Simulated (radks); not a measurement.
Q: These are the eigenvalues of the occupied orbitals of an atom or ion with whole-number occupations (hartree). Method: scalar-relativistic Kohn-Sham, PBEsol, spin-polarised, spherical densities, finite nucleus; Fermi nuclear charge, rms radius of each element as measured or else 0.836 A^(1/3) + 0.57 fm; computed with a radial shooting solver on a logarithmic mesh with Libxc functionals.

| orbital | eigenvalue |
|---|---|
| 1s down | -2967.497 |
| 1s up | -2967.497 |
| 2s up | -524.7496 |
| 2s down | -524.7438 |
| 2p up | -454.0511 |
| 2p down | -454.0463 |
| 3s up | -124.8780 |
| 3s down | -124.8755 |
| 3p up | -104.3610 |
| 3p down | -104.3583 |
| 3d up | -82.38979 |
| 3d down | -82.38541 |
| 4s up | -28.14523 |
| 4s down | -28.13944 |
| 4p up | -21.41356 |
| 4p down | -21.40803 |
| 4d up | -13.31974 |
| 4d down | -13.31327 |
| 5s up | -5.33286 |
| 5s down | -5.29422 |
| 4f up | -4.33252 |
| 4f down | -4.32338 |
| 5p up | -3.53877 |
| 5p down | -3.49174 |
| 5d up | -1.51831 |
| 5d down | -1.46573 |

Which element is it, and in what charge state? The configuration may be excited. Open shells, if any, are filled with parallel spins first.

A: Z = 79, gold, charge +3: Au3+ in [Xe] 4f14 5d8. The list shows which subshells hold electrons but not how many an open one holds; the 1s level, -2967.5 hartree, gives Z - s = 77.0 by -(Z - s)^2/2, which with screening and relativity narrows Z to a few neighbours, and the depths of the outer levels then fix element, charge and occupations together.
